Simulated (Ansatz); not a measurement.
Cost and result for the atomization energy of `O=C1[SiH2][SiH]1Cl` (8 atoms, 8 bonds).

```json
{"atom": "O1", "x (Å)": "-2.236", "y (Å)": "-0.416", "z (Å)": "-0.761"}
{"atom": "C2", "x (Å)": "-1.217", "y (Å)": "-0.251", "z (Å)": "-0.160"}
{"atom": "Si3", "x (Å)": "-0.410", "y (Å)": "-0.964", "z (Å)": "1.465"}
{"atom": "Si4", "x (Å)": "0.379", "y (Å)": "0.798", "z (Å)": "-0.385"}
{"atom": "Cl5", "x (Å)": "1.865", "y (Å)": "0.329", "z (Å)": "-1.698"}
{"atom": "H6", "x (Å)": "0.838", "y (Å)": "0.179", "z (Å)": "1.030"}
{"atom": "H7", "x (Å)": "0.308", "y (Å)": "-1.900", "z (Å)": "0.497"}
{"atom": "H8", "x (Å)": "0.472", "y (Å)": "2.225", "z (Å)": "0.011"}
```

Total charge 0; spin multiplicity 1. The structure was optimised at the PBE0-D4/def2-TZVP level. Program: Ansatz. All runs use 2 threads of an AMD EPYC 9R14 on a shared host. Times are those of one run each, without the atoms' runs, and a repeat can differ threefold. Electronic energies, without spin–orbit coupling; frozen cores. CCSD(T)/CBS adds CCSD(T) − MP2 in def2-TZVPP to the MP2 limit, and its time is that of the two runs behind it. T1 = 0.019. B3LYP takes the VWN-RPA correlation (the form of Gaussian; ORCA's B3LYP/G). HSE06 is the plane-wave form, built on full-range PBE exchange.

CCSD(T)/CBS is a level of theory with its own doubt, some kJ/mol a heavy atom from the limit and from the frozen cores, so smaller differences don't rank the functionals.

```
                             level  functions  wall time  atomization (kJ/mol)  difference from CCSD(T)/CBS  per bond
   PBE-D4/def2-TZVPP (with forces)        230      2.8 s                2765.4                        108.8      13.6
               BHLYP-D4/def2-TZVPP        230        4 s                2533.2                       -123.4     -15.4
               HSE06-D4/def2-TZVPP        230      4.2 s                2676.6                         20.0       2.5
                  CCSD(T)/def2-SVP         97      4.6 s                2440.9                       -215.7     -27.0
           CAM-B3LYP-D4/def2-TZVPP        230      4.7 s                2645.2                        -11.4      -1.4
r2SCAN-D4/def2-TZVPP (with forces)        230      5.5 s                2696.2                         39.6       4.9
 B3LYP-D4/def2-TZVPP (with forces)        230        6 s                2655.6                         -1.0      -0.1
               PBE-QIDH/def2-TZVPP        230      7.5 s                2629.3                        -27.3      -3.4
                 B97M-V/def2-TZVPP        230        8 s                2708.9                         52.3       6.5
  ωB97M-V/def2-TZVPP (with forces)        230       13 s                2677.8                         21.2       2.6
                    MP2/def2-QZVPP        414       26 s                2684.9                         28.3       3.5
                CCSD(T)/def2-TZVPP        230      110 s                2563.1                        -93.5     -11.7
                 CCSD(T)/CBS(def2)          –    2.2 min                2656.6                          0.0       0.0
```

From BLYP to BHLYP (50 % exact exchange), in def2-TZVPP and without D4, the atomization energy moves by −131.3 kJ/mol: exact exchange takes away binding that semilocal exchange gives to molecules. At CCSD(T), def2-SVP lies −215.7 kJ/mol from the extrapolated value and def2-TZVPP −93.5 kJ/mol: correlation converges slowly with the basis, and small sets miss more of it in the bonded molecule than in its fragments. The D4 term adds +40.2 kJ/mol with B3LYP and +21.0 kJ/mol with PBE0; it sums over pairs of atoms, weighted by their polarisabilities, and B3LYP, whose exchange is more repulsive, gets the larger term.
